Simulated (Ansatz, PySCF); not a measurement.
Si(H)3(NHiPr) (C3H11NSi), SMILES CC(N[SiH3])C. Atoms are numbered in the order given.

```xyz
16

Si     1.8210     0.3588     0.2334
N      0.4058    -0.6229     0.0299
C     -0.9752    -0.2191     0.2393
C     -1.1954     1.2011    -0.2599
C     -1.9092    -1.1983    -0.4574
H      1.9128     1.0597     1.5603
H      1.9340     1.4193    -0.8145
H      2.9786    -0.5776     0.1117
H      0.5500    -1.6169     0.1720
H     -1.2258    -0.2298     1.3225
H     -2.2359     1.5145    -0.0904
H     -0.5481     1.9232     0.2646
H     -0.9795     1.2704    -1.3378
H     -2.9636    -0.9344    -0.2841
H     -1.7193    -1.2002    -1.5423
H     -1.7572    -2.2240    -0.0842
```
Charge 0, spin multiplicity 1.

The structure is a stationary point at PBE0-D3(BJ)/def2-SVP. The values are those of a single conformer.

Two levels are set side by side: PBE-D3(BJ)/def2-SVP (Ansatz, an electronic-structure program) and PBE0-D3(BJ)/def2-SVP (Ansatz). Each level has its own optimised geometry; the coordinates shown are those of the second. Frequencies come from the Hessian of PySCF at each geometry. Differences are taken from unrounded values.

```csv
quantity,PBE0-D3(BJ),PBE-D3(BJ),PBE-D3(BJ) minus PBE0-D3(BJ)
mean bond length (Å),1.297,1.307,0.010
bond Si1–N2 (Å),1.734,1.749,0.015
bond N2–C3 (Å),1.454,1.465,0.011
bond C3–C4 (Å),1.521,1.531,0.009
bond C3–C5 (Å),1.522,1.531,0.009
bond Si1–H6 (Å),1.503,1.516,0.012
bond Si1–H7 (Å),1.495,1.505,0.010
bond Si1–H8 (Å),1.494,1.504,0.010
bond N2–H9 (Å),1.014,1.024,0.009
bond C3–H10 (Å),1.112,1.121,0.010
bond C4–H11 (Å),1.100,1.108,0.008
bond C4–H12 (Å),1.103,1.111,0.008
bond C4–H13 (Å),1.101,1.110,0.008
bond C5–H14 (Å),1.101,1.109,0.008
bond C5–H15 (Å),1.101,1.109,0.008
bond C5–H16 (Å),1.102,1.110,0.008
highest harmonic wavenumber (cm⁻¹),3629,3500,-128
mean harmonic wavenumber (cm⁻¹),1421,1375,-46
zero-point energy (kcal/mol),85.30,82.53,-2.77
```

Exact exchange shortens and stiffens bonds; PBE has none. Differences between two approximate levels are no errors against the true value.
